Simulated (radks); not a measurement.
The numbers below are computed, except where a source is named.
Q: Sr, configuration [Kr] 5s2 (the NIST ground configuration). Code: a radial shooting solver on a logarithmic mesh with Libxc functionals. Model: Dirac Kohn-Sham, RPBE, spin-unpolarised, spherical densities, point nucleus.

Spin-orbit splittings of the eigenvalues, e(l+1/2) - e(l-1/2), with zeta = 2 splitting/(2l+1) and mean radii in bohr:

shell  occ.  splitting (eV)  zeta (eV)  <r> j=l-1/2  <r> j=l+1/2
2p        6           68.40      45.60       0.1475       0.1517
3p        6           10.48      6.989       0.4912       0.5017
3d       10           1.830     0.7319       0.4960       0.4997
4p        6               ?          ?        1.543        1.577

Estimate the 4p splitting.

A: 1.156 eV (zeta = 0.7704 eV).
